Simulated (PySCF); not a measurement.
This script is equivalent to a calculation on O (oxygen, neutral).

```python
from pyscf import gto, scf, dft, mp, cc
import basis_set_exchange as bse
mol = gto.M(atom="O 0 0 0", charge=0, spin=2, symmetry="D2h",
            basis=gto.basis.parse(bse.get_basis("ANO-RCC-VTZP", elements=["O"], fmt="nwchem")),
            nucmod="G")
mf = scf.UHF(mol).sfx2c1e()
mf.irrep_nelec = {'Ag': (2, 2), 'B1u': (1, 0), 'B2u': (1, 1), 'B3u': (1, 0)}
mf.kernel()
```

(1) What total energy does it give?

(2) Which occupied shell lies highest, and where?

(3) What is ⟨S²⟩, and what would a pure spin state give?

Results:

(1) -74.87063 hartree (calculated).

(2) 2p β, at -14.172 eV.

(3) 2.009, against 2.00.
